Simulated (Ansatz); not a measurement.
CHAuO⁻, that is Au(CO)H with one electron more. Total charge -1; doublet. Geometry PBE0-D4/def2-TZVP, that of the neutral singlet; atoms count from 1.

Cartesian coordinates in Å:
```
Au 0.8461 -0.0908 -0.1386
C -1.0825 0.1153 0.1770
O -2.1869 0.2329 0.3577
H 2.4232 -0.2574 -0.3961
```

In the def2 sets Au takes a core potential; there is no spin–orbit coupling. The highest occupied level of the charge -1 doublet lies above zero (up to 1.75 eV). Energy differences disagree on whether the electron is bound (positive means bound): 0.15 eV (vertical, to the charge 0 singlet, at PBE0-D4/def2-TZVPD), but -0.19 eV at CCSD/def2-TZVPD.

**Question.** Estimate the Mulliken populations from the PBE0/def2-TZVPD orbitals of Ansatz.

**Answer.** 
```csv
atom,charge (e),spin (α − β),d electrons
Au1,-0.73,0.35,9.44
C2,0.18,0.50,–
O3,-0.38,0.19,–
H4,-0.07,-0.03,–
```
Mulliken values and Mayer orders depend strongly on the basis. With diffuse functions, as here, like atoms can get unlike values, and bond orders can come out too low or too high.

**Question.** Where does the spin sit?

**Answer.** Summed by element: Au 0.35, C 0.50, O 0.19, H -0.03, of 1 unpaired in all. Largest on single atoms: C2 0.50, Au1 0.35, O3 0.19.

**Question.** And the Mayer bond orders between bonded heavy atoms (over 0.3)?

**Answer.** Au1–C2 1.19 (1.97 Å); C2–O3 2.28 (1.13 Å).
